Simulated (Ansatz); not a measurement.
Harmonic frequencies (cm⁻¹) at PBE0-D4/def2-TZVP from Ansatz: 43, 84, 249, 489, 569, 645, 656, 664, 869, 1512, 2030, 2405.

Each molecule was computed in one conformer, which needn't be the lowest.

Task: Which molecule is it?
A. `C[S][AlH][Cl]`
B. `C#[C][AlH][F]`
C. `[NH2][Al]([NH2])[OH]`
D. `O=C=[N][AlH][F]`

Result: D.
